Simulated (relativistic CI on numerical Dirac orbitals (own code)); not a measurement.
Radial Dirac CI calculation of Hg³⁺.

Command:

```sh
python run_levels.py task.json out
```

Input:

```
atom Hg  Z=80  charge=3  electrons=77
nucleus A=202  rms_radius_fm=5.4648
hamiltonian dirac-coulomb  breit=off  qed=on  c_scale=1
orbitals kli  potential=per-configuration
slater_scale 1
correlation none
mixing on
grid step=0.0125 r_max=64.9
scf mixing=0.4 start=green max_iterations=150 tolerance=2e-08 node_fill=0.05
configurations
  [Xe] 4f14 5d9
  [Xe] 4f14 5d8 6s
end
```

Output:

```
SCF 1: [Xe] 4f14 5d9
 iter      energy (Ha)   residual   last orbital (Ha)
    1    -19584.717883   3.94e+00     -4.76052
    2    -19642.182537   1.04e+00     -2.47578
    3    -19646.243553   2.55e-01     -1.80185
    4    -19646.578183   1.69e-01     -1.85616
    5    -19646.639372   1.35e-02     -1.76526
    6    -19646.641697   2.82e-03     -1.77922
    7    -19646.643092   5.39e-03     -1.77921
    8    -19646.642330   1.25e-03     -1.77590
    9    -19646.642486   1.34e-04     -1.77628
   10    -19646.642504   2.67e-06     -1.77633
   11    -19646.642504   6.36e-08     -1.77633
   12    -19646.642504   1.39e-08     -1.77633
SCF 2: [Xe] 4f14 5d8 6s
 iter      energy (Ha)   residual   last orbital (Ha)
    1    -19586.639140   3.90e+00     -2.68338
    2    -19641.921446   1.04e+00     -1.76418
    3    -19645.909051   2.55e-01     -1.46725
    4    -19646.235177   1.65e-01     -1.47258
    5    -19646.290364   9.46e-03     -1.42876
    6    -19646.292193   1.75e-03     -1.43032
    7    -19646.293145   4.19e-03     -1.43003
    8    -19646.292564   5.34e-04     -1.42871
    9    -19646.292654   2.91e-05     -1.42872
   10    -19646.292656   1.44e-05     -1.42869
   11    -19646.292654   1.42e-07     -1.42869
   12    -19646.292654   5.48e-08     -1.42869
   13    -19646.292654   1.50e-09     -1.42869
orbital energies (Ha): 4d5/2 -14.0637  4f5/2 -5.1486  4f7/2 -4.9952  5s -5.8141  5p1/2 -4.4187  5p3/2 -3.7516  5d3/2 -1.8513  5d5/2 -1.7763
configuration averages (Ha): Dirac-Coulomb, Breit, QED
  5d9                         -19646.642504    0.000000   15.538279
  5d8 6s                      -19646.292654    0.000000   15.540224
levels: no., configuration, term, J, E (cm-1), weight
   1 5d9                    2D   5/2              0.0  0.99
   2 5d9                    2D   3/2          15261.5  0.99
   3 5d8 6s                 4F   9/2          58811.2  0.97
   4 5d8 6s                 4F   7/2          65902.8  0.73
   5 5d8 6s                 4F   5/2          71347.1  0.35
   6 5d8 6s                 4F   3/2          73171.6  0.46
   7 5d8 6s                 4F   5/2          77134.7  0.56
   8 5d8 6s                 2F   7/2          79648.3  0.69
   9 5d8 6s                 4P   3/2          85207.2  0.66
  10 5d8 6s                 4P   1/2          85288.5  0.87
  11 5d8 6s                 2F   5/2          88073.7  0.48
  12 5d8 6s                 2P   3/2          92197.9  0.32
  13 5d8 6s                 2G   9/2          95324.8  0.97
  14 5d8 6s                 2G   7/2          96259.2  0.92
lowest total energy -19631.134852 Ha
end: converged
```

Against the reference input this run has: Breit term off. The reference run ends at -19608.488453 Ha with Breit and QED terms.

With so few configurations and no correlation, terms lie too far apart (by 10 to 50 % or more near neutrality), their order can be wrong, and levels of other configurations are missing.
